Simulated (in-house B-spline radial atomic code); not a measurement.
Ionisation energies along the 48-electron series, configuration [Kr] 4d10 5s2, as differences of self-consistent energies. NIST's values go from ground level to ground level; the uncertainty of those that are theory runs from under 0.1 % in few-electron ions to several per cent in heavy many-electron ones. Computed with an all-electron radial atomic-structure program (B-spline basis): non-relativistic Hartree-Fock, average of the configuration, point nuclei.

This level leaves out relativity, spin-orbit splitting included, which matters for heavy ions.

```csv
ion,configuration after,ionisation energy (eV),IE/(q+1)² (eV),-ε less Coulomb ΔSCF (eV),tabulated value (eV),computed minus tabulated (eV)
Cd,[Kr] 4d10 5s1,6.93,6.9262,0.28089,8.99382,-2.07
In+,[Kr] 4d10 5s1,16.28,4.071,0.23475,18.87041,-2.59
Sn2+,[Kr] 4d10 5s1,?,?,?,?,?
Sb3+,[Kr] 4d10 5s1,40.15,2.5091,0.20444,43.804,-3.66
Te4+,[Kr] 4d10 5s1,54.29,2.1717,0.19822,59.3,-5.01
I5+,[Kr] 4d10 5s1,?,?,?,?,?
Xe6+,[Kr] 4d10 5s1,86.62,1.7677,0.19185,91.6,-4.98
Cs7+,[Kr] 4d10 5s1,104.71,1.636,0.19022,110.1,-5.39
Ba8+,[Kr] 4d10 5s1,124.04,1.5314,0.18916,130.5,-6.46
La9+,[Kr] 4d10 5s1,144.60,1.446,0.18849,151.4,-6.80
Ce10+,[Kr] 4d10 5s1,166.36,1.3749,0.1881,172,-5.64
Pr11+,[Kr] 4d10 5s1,?,?,?,?,?
Nd12+,[Kr] 4d10 5s1,213.45,1.263,0.18786,221,-7.55
Pm13+,[Kr] 4d10 5s1,238.76,1.2182,0.18792,248,-9.24
```

(1) Fill in the row of Sn2+.

(2) Fill in the row of I5+.

(3) Fill in the row of Pr11+.

(4) How far is this level of theory from the measured and semi-empirical values?

Answers

(1) ionisation energy (eV): 27.44; IE/(q+1)² (eV): 3.0484; -ε less Coulomb ΔSCF (eV): 0.21497; tabulated value (eV): 30.506; computed minus tabulated (eV): -3.07.

(2) ionisation energy (eV): 69.80; IE/(q+1)² (eV): 1.9389; -ε less Coulomb ΔSCF (eV): 0.19434; tabulated value (eV): 74.4; computed minus tabulated (eV): -4.60.

(3) ionisation energy (eV): 189.32; IE/(q+1)² (eV): 1.3147; -ε less Coulomb ΔSCF (eV): 0.18791; tabulated value (eV): 196; computed minus tabulated (eV): -6.68.

(4) Over those 10 rows the differences run from -6.8 to -2.07 eV (mean absolute value 4.5 eV). The calculation leaves out relativity, correlation and, in open shells, the multiplet splittings that an average leaves out.
